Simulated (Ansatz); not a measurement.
Reaction (dimerisation): 2 `[F][In]([F])[Cl]` → `[F][In@-]1([Cl])[F+][In@@-]([F])([Cl])[F+]1`

Gas-phase electronic energies from Ansatz, PBE0-D4/def2-TZVP geometries. CCSD(T)/CBS is the MP2 limit (def2-TZVPP, def2-QZVPP) plus CCSD(T) − MP2 in def2-TZVPP, frozen cores. Functionals use def2-TZVPP. def2 core potentials past Kr. For In outer-core shells are correlated without core-valence functions, which leaves a few kJ/mol of doubt a bond.

`[F][In]([F])[Cl]`:

```xyz
4

F    -0.566   -0.839   -1.667
In    0.017   -0.046   -0.016
F     1.277   -1.098    0.984
Cl   -0.727    1.984    0.700
```

`[F][In@-]1([Cl])[F+][In@@-]([F])([Cl])[F+]1`:

Cartesian coordinates in Å:
```
F -0.442 -2.672 1.246
In 0.189 -1.632 -0.234
Cl 1.130 -2.246 -2.210
F 1.151 0.047 0.586
In -0.234 1.608 0.334
F -1.034 1.901 2.050
Cl 0.433 3.062 -1.281
F -1.193 -0.069 -0.491
```

```
                                      species  r2SCANh-D4 energy (Eh)
                           `[F][In]([F])[Cl]`              -850.16548
`[F][In@-]1([Cl])[F+][In@@-]([F])([Cl])[F+]1`             -1700.40993
```

(1) Work out ΔE.

Largest T1 diagnostic among the species: 0.016.

## Answers

(1) ΔE = (-1700.40993) − 2 × (-850.16548) = -0.07897 Eh = -207.3 kJ/mol. CCSD(T)/CBS gives -216.8 kJ/mol.

From r2SCAN to r2SCAN0 (25 % exact exchange), in def2-TZVPP and without D4, ΔE moves by −7.1 kJ/mol. At CCSD(T), def2-SVP lies −38.1 kJ/mol from the extrapolated value and def2-TZVPP +8.1 kJ/mol.
